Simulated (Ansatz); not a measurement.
Basis-set extrapolation for C$_{2}$H$_{8}$SSi$_{2}$ (`SC1[SiH2]C[SiH2]1`) (PBE0-D4/def2-TZVP geometry, frozen core, Ansatz 0.2.0). Multiplicity 1, RHF reference.

```json
{"": "HF", "def2-TZVPP": "-1055.846411", "def2-QZVPP": "-1055.879395"}
{"": "MP2 correlation", "def2-TZVPP": "-0.766334", "def2-QZVPP": "-0.821973"}
{"": "CCSD(T) correlation", "def2-TZVPP": "-0.868747", "def2-QZVPP": "not run"}
```

Energies in hartree. Use E(X) = E(∞) + A·exp(−7.88·√X) for Hartree–Fock and E(X) = E(∞) + B·X^(−2.97) for correlation, with X = 3 and 4, and add CCSD(T) minus MP2 of the smaller set to the MP2 limit.

Question: What is the CCSD(T) energy at the basis-set limit?

Answer: HF limit: -1055.879395 + (-0.032984) × 0.13774 = -1055.88394. MP2 limit: -0.821973 + (-0.055639) × 0.74074 = -0.86319. Higher-order term: -0.868747 − (-0.766334) = -0.10241. Total: -1056.84954 hartree, 3.66 eV below CCSD(T)/def2-TZVPP.
